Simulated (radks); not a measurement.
Values are calculated unless marked as measured or tabulated.
Valence configurations of the neodymium ion Nd+ (all share [Xe]). Code: a radial shooting solver on a logarithmic mesh with Libxc functionals. Model: Dirac Kohn-Sham, LDA (Slater exchange, Perdew-Wang correlation), spin-unpolarised, spherical densities, point nucleus; open shells fill j = l - 1/2 first. Energies are relative to 4f4 6s1; eigenvalues in eV.

\begin{tabular}{lrrrrr}
valence & E (eV) & e(4f5/2) & e(5d3/2) & e(6p1/2) & e(6s1/2) \\ \hline
4f4 6s1 & 0.000 & -8.007 & - & - & -8.440 \\
4f4.5 6s0.5 & 0.797 & -5.100 & - & - & -7.732 \\
4f4 5d1 & 1.001 & -6.209 & -6.376 & - & - \\
4f3 5d1 6s1 & 2.318 & -13.351 & -8.886 & - & -8.996 \\
4f5 & 2.495 & -3.137 & - & - & - \\
4f3 6s2 & 2.515 & -15.684 & - & - & -9.880 \\
4f4 6p1 & 2.856 & -8.999 & - & -6.125 & - \\
4f2.5 5d1.5 6s1 & 5.153 & -16.435 & -9.521 & - & -9.241 \\
4f3 6s1 6p1 & 5.819 & -16.661 & - & -7.069 & -10.404 \\
4f2 5d2 6s1 & 9.267 & -19.729 & -10.151 & - & -9.460 \\
\end{tabular}

NIST lists [Xe] 4f4 6s1 as the ground configuration; this level of theory agrees among the configurations tried. The energies are those of spherical spin-averaged densities, not of single terms.
